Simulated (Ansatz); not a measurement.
Cartesian coordinates (Å):
SMILES: [I][Al]([I])[I]
```xyz
4

I     -1.3120    -2.0848     0.0005
Al     0.0000     0.0000     0.0000
I     -1.1494     2.1786     0.0005
I      2.4615    -0.0939    -0.0010
```
Charge 0, multiplicity 1.

All values below come from frozen-core CCSD(T)/def2-TZVPP // B3LYP-D3(BJ)/def2-TZVP run with Ansatz (a first-principles code).

```yaml
HF energy: -1132.10868 Ha
MP2 correlation energy: -1.55034 Ha
```

Problem. Estimate the CCSD correlation energy, the (T) correction, the total energy and the T1 diagnostic.

Solution. 
```yaml
CCSD correlation energy: -1.46250 Ha
"(T) correction": -0.03485 Ha
CCSD(T) total energy: -1133.60603 Ha
T1 diagnostic: 0.008
```
